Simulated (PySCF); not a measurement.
# XPS shifts beside NMR shieldings

Species: C3H10AsNSi.
SMILES with atom numbers: `[CH2:1]=[CH:2][CH2:3][NH:4][SiH2:5][AsH2:6]`

Structure used (PBE0-D3(BJ)/def2-SVP), in Å, numbered top down from 1:
```
atom  x, y, z in Å
C1     2.0348    0.2448   -0.8045
C2     1.5079    0.9279    0.2111
C3     0.4937    0.3947    1.1848
N4     0.0652   -0.9671    0.9949
Si5   -1.1639   -1.4988   -0.1077
As6   -2.8405    0.1759   -0.1479
H7     1.7441   -0.7922   -0.9956
H8     2.7676    0.6967   -1.4772
H9     1.8157    1.9676    0.3818
H10    0.8897    0.5227    2.2100
H11   -0.3918    1.0593    1.1594
H12    0.7286   -1.6560    1.3326
H13   -1.7573   -2.7632    0.4275
H14   -0.6947   -1.7963   -1.5030
H15   -3.6136   -0.5995   -1.2110
H16   -2.0977    0.9874   -1.2060
```

Binding energies: delta-SCF UKS SCAN, pcX-2 on the ionised atom, pcseg-1 elsewhere, spin-free X2C (PySCF). Shieldings: GIAO PBE0/pcSseg-1, non-relativistic, same geometry.

```
atom  C 1s (eV)
  C1     290.08
  C2     290.44
  C3     291.72
```

**Question.** What are the absolute isotropic shieldings of these atoms?

**Answer.** 
| atom | environment | C 1s (eV) | isotropic shielding (ppm) |
| --- | --- | --- | --- |
| C1 | terminal =CH2 carbon | 290.08 | 64.6 |
| C2 | alkene CH carbon | 290.44 | 35.7 |
| C3 | sp3 carbon bound to nitrogen | 291.72 | 135.7 |

**Question.** Among the listed atoms, is the one with the highest binding energy also the least shielded?

**Answer.** No. The highest binding energy is at C3 (291.72 eV, shielding 135.7 ppm), the lowest shielding at C2 (35.7 ppm, 290.44 eV).

By binding energy: C1 < C2 < C3. By shielding: C2 < C1 < C3.

The structure is a single PBE0-D3(BJ)/def2-SVP conformer in the gas phase; no vibrational or solvent corrections.
